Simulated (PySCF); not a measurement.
diselenium (Se2), SMILES [Se]=[Se] (connectivity only; charge and spin as stated), neutral, multiplicity 3. Geometry: B3LYP-D3(BJ)/def2-TZVP.

Computed with B3LYP-D3(BJ)/def2-TZVP (PySCF).

Harmonic wavenumbers (cm⁻¹): 385. Rotational constants (GHz): 2.673 (linear); symmetry number 2.

Question: Work out the zero-point energy and the ideal-gas rigid-rotor harmonic-oscillator thermochemistry at 298.15 K and 1 atm.

Answer: ZPE = ½ Σ hcν = ½ × 385 cm⁻¹ = 2.30 kJ/mol. H − E(el) = 11.83 kJ/mol. Entropy in J/(mol K): translation 171.88, rotation 67.00, vibration 4.26, spin 9.13, total 252.27. G − E(el) = -63.38 kJ/mol. Cp = 35.38 J/(mol K).
